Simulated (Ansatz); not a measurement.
`C=CCCCCCCCCC[Si](Cl)(Cl)Cl`, relaxed as a singlet with RKS PBE-D4/def2-SVP in Ansatz, starting from the GFN2-xTB geometry. Force threshold 0.03 eV/Å.

Start:

Cartesian coordinates in Å:
```
C 2.347 4.725 -2.497
C 1.652 4.259 -1.477
C 0.163 4.342 -1.368
C -0.514 2.970 -1.489
C -0.218 2.040 -0.315
C -0.996 0.729 -0.420
C -0.683 -0.199 0.752
C -1.418 -1.534 0.650
C -1.217 -2.427 1.875
C 0.237 -2.790 2.178
C 0.968 -3.494 1.029
Si 0.250 -5.180 0.494
Cl -0.199 -6.289 2.127
Cl -1.406 -5.017 -0.661
Cl 1.655 -6.157 -0.597
H 1.868 5.218 -3.328
H 3.420 4.643 -2.545
H 2.159 3.773 -0.653
H -0.218 4.990 -2.160
H -0.105 4.785 -0.405
H -1.595 3.122 -1.554
H -0.190 2.496 -2.418
H 0.849 1.815 -0.281
H -0.482 2.541 0.619
H -2.067 0.942 -0.443
H -0.740 0.230 -1.358
H 0.395 -0.369 0.778
H -0.963 0.295 1.685
H -1.103 -2.060 -0.252
H -2.489 -1.340 0.546
H -1.791 -3.345 1.736
H -1.626 -1.917 2.750
H 0.788 -1.884 2.435
H 0.252 -3.438 3.057
H 1.011 -2.824 0.169
H 2.004 -3.651 1.339
```

Estimate the energy that the relaxation releases and the steps that it takes.

30.4 kJ/mol, in 7 steps; 24 s on 2 threads of AMD EPYC 7R13 on a shared host and a share (18 GiB) of an NVIDIA H100 80GB HBM3. No frequencies were taken in this run, so the end may be a saddle point.

Does the start keep its bonding and symmetry?

By distances, no bond broke or formed. The bond that changes most is Si12–Cl14, from 2.03 to 2.08 Å (atoms count from 1).

Predict the relaxed structure.


Cartesian coordinates in Å:
```
C 2.409 4.787 -2.509
C 1.657 4.313 -1.500
C 0.157 4.380 -1.434
C -0.543 3.008 -1.505
C -0.235 2.068 -0.336
C -0.993 0.739 -0.401
C -0.690 -0.200 0.769
C -1.441 -1.533 0.699
C -1.230 -2.453 1.911
C 0.226 -2.848 2.199
C 0.967 -3.546 1.044
Si 0.290 -5.202 0.488
Cl -0.210 -6.362 2.132
Cl -1.394 -5.034 -0.713
Cl 1.735 -6.201 -0.610
H 1.951 5.288 -3.380
H 3.507 4.698 -2.505
H 2.167 3.823 -0.650
H -0.217 5.024 -2.259
H -0.145 4.879 -0.484
H -1.642 3.174 -1.553
H -0.267 2.511 -2.462
H 0.857 1.858 -0.298
H -0.475 2.582 0.623
H -2.088 0.939 -0.440
H -0.752 0.224 -1.358
H 0.408 -0.381 0.807
H -0.937 0.313 1.727
H -1.163 -2.069 -0.235
H -2.530 -1.330 0.598
H -1.843 -3.371 1.776
H -1.635 -1.955 2.819
H 0.810 -1.947 2.485
H 0.247 -3.512 3.088
H 1.023 -2.905 0.137
H 2.020 -3.758 1.330
```
Bond lengths: 10 × C–C 1.34 to 1.54 Å; 3 × Cl–Si 2.07 to 2.08 Å; 1 × C–Si 1.87 Å; 21 × C–H 1.10 to 1.11 Å.
